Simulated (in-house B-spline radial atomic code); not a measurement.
Settings and results of a run for Mg IX (Mg8+). Computed with an all-electron radial atomic-structure program (B-spline basis): non-relativistic PW91, spin-polarised, spherical fractional occupations, point nucleus.

Command:
```bash
python run_scf.py task.json out
```
Settings:
```
Z                12
configuration    [He] 2s2
hamiltonian      nr
method           pw91,pw91
spin_polarised   True
```

Output (hartree, bohr):
```
 radial grid: 37 intervals, B-splines of order 8, outer radius 4.5977 bohr

 iter        energy (Eh)    residual
    1        -160.934608    7.36e-01
    2        -162.031688    3.61e-02
    3        -162.035147    1.70e-02
    4        -162.035904    8.00e-03
    5        -162.036114    4.86e-04
    6        -162.036115    4.36e-06
    7        -162.036115    1.14e-07

 total energy                      -162.03611
 kinetic                             161.9282
 electron-nucleus                   -341.1017
 Hartree                              26.4356
 exchange-correlation                 -9.2981

 orbital      occ     eigenvalue          <r>       <r^2>       <1/r>       r_max
 1s up      1.000       -57.7279     0.130004   0.0227004     11.6381     0.08524
 1s down    1.000       -57.7279     0.130004   0.0227004     11.6381     0.08524
 2s up      1.000       -11.3611     0.573097    0.384418     2.57446      0.4885
 2s down    1.000       -11.3611     0.573097    0.384418     2.57446      0.4885

 Slater integrals (Eh)
   F0(1s up,1s up)               7.233276
   F0(1s up,1s down)             7.233276
   F0(1s up,2s up)               2.204347
   G0(1s up,2s up)               0.208199
   F0(1s up,2s down)             2.204347
   F0(1s down,1s down)           7.233276
   F0(1s down,2s up)             2.204347
   F0(1s down,2s down)           2.204347
   G0(1s down,2s down)           0.208199
   F0(2s up,2s up)               1.575825
   F0(2s up,2s down)             1.575825
   F0(2s down,2s down)           1.575825
```

Time taken, with all properties: 0.05 s on 1 thread of Arm Neoverse V1 (shared host).
